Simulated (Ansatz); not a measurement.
Breaking the Ga1–H2 bond in GaH3O (SMILES [OH][GaH2]) (multiplicity 1 held, fragments rigid). Energies count from the point at 1.556 Å.
Geometry at that point (charge 0, multiplicity 1):
```xyz
5

Ga    -0.225    -0.284     0.026
H      0.060    -1.297     1.172
H     -1.359    -0.309    -1.053
O      0.938     1.087    -0.024
H      0.776     1.723    -0.728
```

Signs of static correlation in cc-pVTZ, with CASSCF(2,2), from Ansatz (an electronic-structure program) runs.

```tsv
R (Å)	T1 of restricted CCSD	⟨S²⟩ of UHF	largest double amplitude of restricted CCSD	weight of the CASSCF reference in MRCISD	CASSCF natural occupations
1.245	0.014	0.000	0.026	0.919	1.99 0.01
1.401	0.014	0.000	0.029	0.919	1.98 0.02
1.556	0.014	0.000	0.027	0.918	1.98 0.02
1.712	0.015	0.000	0.042	0.918	1.97 0.03
1.867	0.015	0.000	0.049	0.918	1.96 0.04
2.101	0.016	0.000	0.110	0.918	1.93 0.07
2.334	0.018	0.251	0.166	0.919	1.88 0.12
2.723	0.026	0.718	…	0.919	1.77 0.23
3.112	…	0.897	0.405	0.920	1.60 0.40
3.579	0.061	0.973	0.583	0.920	1.39 0.61
4.202	0.084	1.000	0.789	0.921	1.19 0.81
4.980	0.095	1.007	0.934	0.921	1.07 0.93
```

### Question
Some entries are withheld; supply them.

### Answer

- 2.723, largest double amplitude of restricted CCSD: 0.272
- 3.112, T1 of restricted CCSD: 0.041

Doubts at one or more of the structures used: a restricted determinant that unrestricted orbitals would lower (R-CCSD(T)/cc-pVTZ); other coupled-cluster roots lie near (R-CCSD(T)/cc-pVTZ); T1 above 0.05 (R-CCSD(T)/cc-pVTZ, U-CCSD(T)/cc-pVTZ); a spin-contaminated determinant (U-CCSD(T)/cc-pVTZ).
